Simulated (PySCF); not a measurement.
**triphenylphosphine (C18H15P): Computed beside measured shifts**

System: triphenylphosphine (C18H15P), SMILES c1ccc(P(c2ccccc2)c2ccccc2)cc1.

Atom-mapped SMILES (hydrogens are numbered by the atom that bears them): [cH:1]1[cH:2][cH:3][c:4]([P:5]([c:6]2[cH:7][cH:8][cH:9][cH:10][cH:11]2)[c:12]2[cH:13][cH:14][cH:15][cH:16][cH:17]2)[cH:18][cH:19]1

Computed with GIAO PBE0/pcSseg-2, gas phase, PySCF SCF with an in-house response code, fitting set def2-universal-JFIT up to Ne and JKFIT beyond, grid level 2, non-relativistic, geometry: PBE0-D3(BJ)/def2-SVP.

One optimised conformer. Values are averaged over the atoms that symmetry or fast rotation interchanges, on this one geometry and without vibrational averaging. Shifts are the reference shielding less the shielding here, at the same level (13C, 1H against isolated TMS; 31P against isolated H3PO4); nuclei without a reference have shieldings only.

**Question.** What shifts does this level give for P5, P5, P5, P5, and how do they compare with measurement?

**Answer.** 
```tsv
atom	nucleus	computed / ppm	measured / ppm	computed less measured	measured against	medium of the measurement
P5	31P	-20.9	-5.28	-15.6	85 % H3PO4	solution
P5	31P	-20.9	-5.35	-15.5	85 % H3PO4	Chloroform-d
P5	31P	-20.9	-6	-14.9	85 % H3PO4	not stated
P5	31P	-20.9	-4.7	-16.2	85 % H3PO4	CDCl3
```

Computed 19F and 31P shifts carry an offset from the reference molecule (CFCl3 is hard for DFT, lone H3PO4 or PH3 isn't the 85 % acid), so differences between compounds are more accurate than the values.

Measured values: B. Maryasin, H. Zipse, Phys. Chem. Chem. Phys. 13 (2011) 5150; E. Pretsch, P. Bühlmann, M. Badertscher, Structure Determination of Organic Compounds, 4th ed., Springer 2009; W. H. Hersh, T.-Y. Chan, Beilstein J. Org. Chem. 19 (2023) 36, supporting information; supporting information or article, doi 10.1039/d5cc00716j.
